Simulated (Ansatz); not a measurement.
Cost and result for the atomization energy of C3H12AlP, SMILES `[CH3][Al-]([CH3])([CH3])[PH3+]` (17 atoms, 16 bonds).

```tsv
atom	x (Å)	y (Å)	z (Å)
C1	-1.142	-1.088	-1.395
Al2	0.276	-0.133	-0.406
C3	0.765	1.686	-1.001
C4	1.641	-1.205	0.537
P5	-1.140	0.547	1.677
H6	-0.745	-1.471	-2.342
H7	-1.991	-0.445	-1.650
H8	-1.533	-1.954	-0.849
H9	-0.105	2.298	-1.261
H10	1.348	2.237	-0.255
H11	1.387	1.630	-1.903
H12	2.213	-0.622	1.266
H13	2.368	-1.602	-0.183
H14	1.219	-2.069	1.060
H15	-2.497	0.166	1.756
H16	-0.750	0.113	2.962
H17	-1.314	1.913	1.987
```

The species carries charge 0 and has multiplicity 1. Geometry: relaxed with PBE0-D4/def2-TZVP. It is one conformer, not always the lowest. Program: Ansatz. All runs use 4 threads of an Arm Neoverse V2 on a shared host. Times are those of one run each, without the atoms' runs, and a repeat can differ threefold. Electronic energies, without spin–orbit coupling; frozen cores. CCSD(T)/CBS adds CCSD(T) − MP2 in def2-TZVPP to the MP2 limit, and its time is that of the two runs behind it. T1 = 0.011. HSE06 is the plane-wave form, built on full-range PBE exchange.

CCSD(T)/CBS is a level of theory with its own doubt, some kJ/mol a heavy atom from the limit and from the frozen cores, so smaller differences don't rank the functionals.

```tsv
level	functions	wall time	atomization (kcal/mol)	difference from CCSD(T)/CBS	per bond
LDA (SPW92)/def2-TZVPP	345	2.3 s	1542.4	160.1	10.0
BLYP-D4/def2-TZVPP	345	4 s	1374.3	-8.0	-0.5
PBE-D4/def2-TZVPP (with forces)	345	4.5 s	1389.8	7.5	0.5
HSE06-D4/def2-TZVPP	345	7 s	1380.6	-1.7	-0.1
CAM-B3LYP-D4/def2-TZVPP	345	7 s	1389.3	7.0	0.4
B2PLYP/def2-TZVPP	345	11 s	1366.5	-15.8	-1.0
PBE-QIDH/def2-TZVPP	345	12 s	1370.7	-11.6	-0.7
CCSD(T)/def2-SVP	138	15 s	1310.9	-71.4	-4.5
B97M-V/def2-TZVPP	345	18 s	1389.2	6.9	0.4
ωB97M-V/def2-TZVPP (with forces)	345	22 s	1388.0	5.7	0.4
MP2/def2-QZVPP	671	57 s	1366.7	-15.6	-1.0
CCSD(T)/def2-TZVPP	345	31 min	1351.5	-30.8	-1.9
CCSD(T)/CBS(def2)	–	32 min	1382.3	0.0	0.0
```

The D4 term adds +13.2 kcal/mol with B3LYP and +7.2 kcal/mol with PBE0; it sums over pairs of atoms, weighted by their polarisabilities, and B3LYP, whose exchange is more repulsive, gets the larger term. In def2-TZVPP, CCSD(T) changes the Hartree–Fock value by +308.1 kcal/mol (the triples alone add +13.8 kcal/mol) and MP2 by +305.2 kcal/mol; breaking electron pairs costs correlation energy, which Hartree–Fock lacks. At CCSD(T), def2-SVP lies −71.3 kcal/mol from the extrapolated value and def2-TZVPP −30.8 kcal/mol: correlation converges slowly with the basis, and small sets miss more of it in the bonded molecule than in its fragments.

B3LYP here is the variant with VWN-RPA as its local correlation; programs differ in this.
